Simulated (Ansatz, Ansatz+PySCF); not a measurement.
| atom | x (Å) | y (Å) | z (Å) |
| --- | --- | --- | --- |
| C | 0.0000 | 0.0000 | -1.2389 |
| C | 0.0000 | 0.0000 | 0.2145 |
| C | 0.0000 | 0.0000 | 1.4252 |
| H | 0.0000 | -1.0275 | -1.6347 |
| H | -0.8899 | 0.5138 | -1.6347 |
| H | 0.8899 | 0.5138 | -1.6347 |
| H | 0.0000 | 0.0000 | 2.4993 |

Basis set: def2-SVP (spherical functions). Frozen core: 3 orbitals. Charge 0, multiplicity 1.

Computed with Ansatz (development build ahead of 0.2.0); each method stands on the lowest determinant of its kind that the runs found. Restricted open shells among the atoms or ions are ROHF, correlated in semicanonical orbitals with singles. Restricted functionals stand beside restricted open-shell atoms, which can lie above the unrestricted atoms usual in DFT and then raise those values.

Give the atomization energy at this shape (free ground-state atoms in the same class of orbitals less the molecule, no zero-point energy) of singlet C3H4 by ωB97X (restricted), ωB97X (unrestricted), r²SCAN (unrestricted), r²SCAN (restricted), PBE0 (restricted), PBE0 (unrestricted), PBE (unrestricted), PBE (restricted), RHF-CCSD(T), RHF-MP2, UHF-MP2, RHF, UHF.

| method | atomization energy |
| --- | --- |
| ωB97X (restricted) | 30.80 eV |
| ωB97X (unrestricted) | 30.58 eV |
| r²SCAN (unrestricted) | 30.70 eV |
| r²SCAN (restricted) | 30.93 eV |
| PBE0 (restricted) | 31.04 eV |
| PBE0 (unrestricted) | 30.91 eV |
| PBE (unrestricted) | 31.45 eV |
| PBE (restricted) | 31.55 eV |
| RHF-CCSD(T) | 29.37 eV |
| RHF-MP2 | 29.81 eV |
| UHF-MP2 | 29.79 eV |
| RHF | 23.40 eV |
| UHF | 23.06 eV |
